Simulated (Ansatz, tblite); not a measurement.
Forces on the cluster ZnBr₂ at its PBE0-D4/def2-TZVP geometry. Charge 0, multiplicity 1.

The xTB rows come from tblite. The restricted singlet is unstable towards broken spin symmetry in Hartree–Fock (as tested in another run); at PBE-D4/def2-TZVP this wasn't settled. In the singlet, Br2 and Br3 lie 2.44 Å apart (atoms count from 1), so these atoms are partly bonded to each other. Another isomer (singlet) lies 3.23 eV lower at PBE0-D4/def2-TZVP; other spin states weren't run for this one.

GFN1-xTB (tblite), largest force 0.67 eV/Å:

```xyz
3
positions Å, forces eV/Å
Zn   -0.071    1.475    2.003    0.009   -0.195   -0.264
Br    0.071   -1.461   -1.984   -0.019    0.399    0.542
Br    0.001   -0.014   -0.019    0.010   -0.204   -0.278
```

GFN2-xTB (tblite), largest force 0.51 eV/Å:

```
Zn -0.001 0.027 0.037
Br 0.015 -0.303 -0.411
Br -0.013 0.276 0.374
```

PBE-D4/def2-TZVP (Ansatz), largest force 0.41 eV/Å:

```
Zn 0.002 -0.031 -0.042
Br 0.010 -0.211 -0.286
Br -0.012 0.242 0.329
```
